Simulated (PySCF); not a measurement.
# SMILES CCn1ccnn1, C4H7N3

Molfile (atoms numbered from 1):
```
C4H7N3
     RDKit          3D

 14 14  0  0  0  0  0  0  0  0999 V2000
    1.8619    0.5876    0.0335 C   0  0  0  0  0  0  0  0  0  0  0  0
    1.0211   -0.6790    0.1688 C   0  0  0  0  0  0  0  0  0  0  0  0
   -0.3816   -0.3712    0.2177 N   0  0  0  0  0  0  0  0  0  0  0  0
   -1.2065   -0.0261   -0.7963 C   0  0  0  0  0  0  0  0  0  0  0  0
   -2.4175    0.1975   -0.1838 C   0  0  0  0  0  0  0  0  0  0  0  0
   -2.2606   -0.0169    1.1356 N   0  0  0  0  0  0  0  0  0  0  0  0
   -1.0486   -0.3521    1.3645 N   0  0  0  0  0  0  0  0  0  0  0  0
    1.6481    1.2658    0.8560 H   0  0  0  0  0  0  0  0  0  0  0  0
    2.9178    0.3329    0.0556 H   0  0  0  0  0  0  0  0  0  0  0  0
    1.6449    1.0973   -0.9027 H   0  0  0  0  0  0  0  0  0  0  0  0
    1.2597   -1.1919    1.1030 H   0  0  0  0  0  0  0  0  0  0  0  0
    1.2088   -1.3535   -0.6722 H   0  0  0  0  0  0  0  0  0  0  0  0
   -0.8886    0.0226   -1.8162 H   0  0  0  0  0  0  0  0  0  0  0  0
   -3.3595    0.4868   -0.6006 H   0  0  0  0  0  0  0  0  0  0  0  0
  1  2  1  0
  2  3  1  0
  3  4  1  0
  4  5  2  0
  5  6  1  0
  6  7  2  0
  7  3  1  0
  1  8  1  0
  1  9  1  0
  1 10  1  0
  2 11  1  0
  2 12  1  0
  4 13  1  0
  5 14  1  0
M  END
```

Computed with GIAO B97-2/pcSseg-1 magnetisability, rotational g tensor and spin-rotation constants, non-relativistic, gas phase in PySCF. Geometry: GFN2-xTB.

Question: Give the nuclear spin-rotation constants along the inertial axes (H = +C I·J) beside the isotropic shieldings.

Answer: Rotational constants 7.1769, 2.0447, 1.7921 GHz. A star marks the isotopologue with that one atom substituted, in its own axes.
```csv
atom,isotope,Caa (kHz),Cbb (kHz),Ccc (kHz),mean (kHz),σ (ppm)
N3,14N,1.469,0.283,0.160,0.637,-3.2
N6,14N,1.860,0.518,0.119,0.832,-112.4
N7,14N,2.055,0.431,0.182,0.889,-128.2
H8,1H,-0.709,-0.152,-0.041,-0.301,30.2
H9,1H,0.121,-0.236,-0.185,-0.100,30.5
H10,1H,-0.767,0.020,-0.183,-0.310,30.4
H11,1H,-0.625,0.071,-0.162,-0.238,27.0
H12,1H,-0.632,-0.110,-0.022,-0.255,27.6
H13,1H,-0.528,0.162,-0.195,-0.187,24.3
H14,1H,0.357,-0.083,-0.174,0.033,24.1
C1,13C*,0.982,0.321,0.256,0.519,165.1
C2,13C*,1.132,0.416,0.342,0.630,139.7
C4,13C*,2.288,0.888,0.286,1.154,61.0
C5,13C*,2.825,0.761,0.350,1.312,50.2
```
For the geometry as given, no vibrational averaging.

Question: How do the rotational constants and the g tensor change when H8, H9, H10, H11, H12, H13, H14 are replaced by deuterium?

Answer: Constants 5.8880, 1.7485, 1.5463 GHz; g -0.0763, -0.0224, 0.0111, against -0.0924, -0.0260, 0.0137 before.
